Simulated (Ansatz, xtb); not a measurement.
# C4H5Cl3Si: which of two isomers lies lower

Structure a: `C=C1[SiH2][C@@H]1C(Cl)(Cl)Cl`, a singlet. Structure b: `[SiH3]CC#CC(Cl)(Cl)Cl`, a singlet. Both are isolated molecules in the gas phase, relaxed with B3LYP/def2-SVP.

a (Å):

```xyz
13

C    -1.1530   -0.6507   -1.8878
C    -0.0444   -0.2642   -1.2604
C     0.2931    0.5442   -0.0242
C    -0.2931    0.2206    1.3249
Cl   -0.2062   -1.5416    1.6938
Cl   -2.0416    0.7203    1.3849
Cl    0.5897    1.1271    2.6102
Si    1.7533   -0.3171   -0.8909
H    -1.1109   -1.2922   -2.7739
H    -2.1460   -0.3506   -1.5331
H     2.3667   -1.5377   -0.3233
H     2.6940    0.5718   -1.6151
H     0.2786    1.6335   -0.1816
```

b (Å):

```xyz
13

C     1.1820    0.6740   -0.9882
C     0.4943    0.0735    0.1392
C    -0.1129   -0.4421    1.0553
C    -0.8305   -1.0530    2.1470
Cl    0.1856   -2.3282    2.9309
Cl   -1.2609    0.1899    3.3892
Cl   -2.3582   -1.8220    1.5503
Si    0.2519    0.4359   -2.6471
H     1.0484    1.0932   -3.7231
H    -1.0937    1.0664   -2.5611
H     0.1145   -1.0171   -2.9396
H     2.1931    0.2421   -1.0957
H     1.3176    1.7576   -0.8223
```

Quicker runs give these differences E(b) − E(a): GFN2-xTB −0.535 eV; HF/STO-3G −0.782 eV (at GFN2-xTB geometries); r2SCAN-D4/def2-SVP +0.156 eV (at GFN2-xTB geometries).

Problem. Which of the two would you expect CCSD(T)/def2-SVP + ΔMP2/def2-TZVPP electronic energies to favour?

Solution. Too close to call at this level: CCSD(T)/def2-SVP + ΔMP2/def2-TZVPP gives E(b) − E(a) = +0.021 eV.

How the difference moves with the method:

```
                             level        geometry  E(b) − E(a) (eV)  departure from the last row (eV)  job, with rough time for the two
                          GFN2-xTB        GFN2-xTB              −0.535                            −0.555              optimisation, 0.37 s
                         HF/STO-3G        GFN2-xTB              −0.782                            −0.803              single point, 0.58 s
                r2SCAN-D4/def2-SVP        GFN2-xTB              +0.156                            +0.136               single point, 4.8 s
                    B3LYP/def2-SVP  B3LYP/def2-SVP              −0.109                            −0.130                optimisation, 52 s
                       HF/def2-SVP  B3LYP/def2-SVP              −0.270                            −0.291           part of the CCSD(T) run
                      MP2/def2-SVP  B3LYP/def2-SVP              −0.058                            −0.078           part of the CCSD(T) run
                  CCSD(T)/def2-SVP  B3LYP/def2-SVP              +0.010                            −0.011                      single point
CCSD(T)/def2-SVP + ΔMP2/def2-TZVPP  B3LYP/def2-SVP              +0.021                                                  single point, 90 s
```

As drawn, b has 1 C≡C, 1 Si–H in place of 1 C=C, 1 C–Si, 1 C–H. Structure a has a 3-membered ring, b no ring.

The largest departure from CCSD(T)/def2-SVP + ΔMP2/def2-TZVPP is that of HF/STO-3G, 0.803 eV. A small imaginary or near-zero mode remains, so no thermal terms are given. The last row adds to CCSD(T) the change of the MP2 difference between the two basis sets, here +0.011 eV.

The correlated steps freeze 24 core orbitals. Codes used: Ansatz 0.2.0, xtb 6.7.1; the last row on 4 threads of Arm Neoverse V1 on a shared host.
